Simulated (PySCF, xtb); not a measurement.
C3H7NSi, SMILES C#C[SiH2]CN.

Geometry optimised at B3LYP-D3(BJ)/def2-SVP. This is a generated structure with no PubChem entry under its InChIKey; it may be hypothetical. Other conformers were not sampled.

Method: PySCF with IEF-PCM-PBE0/def2-SVP.

The values are the electrostatic part of the solvation free energy, E(continuum) − E(gas) at the gas-phase geometry, in a cavity of scaled van der Waals radii (PySCF's table); cavitation and dispersion terms are not included. In vacuum the orbital gap is 6.82 eV. The dipole moment in vacuum is 1.74 D.

| solvent | ε | ΔG(elec) (kcal/mol) | dipole (D) | gap (eV) |
|---|---|---|---|---|
| water | 78.36 | -5.5 | 2.22 | 6.80 |
| 2-propanol | 19.26 | -5.1 | 2.19 | 6.80 |
| dichloromethane | 8.93 | -4.6 | 2.13 | 6.80 |

For comparison, GFN2-xTB/ALPB(water) (xtb, at the GFN2-xTB geometry, all terms of that model) gives -2.4 kcal/mol.
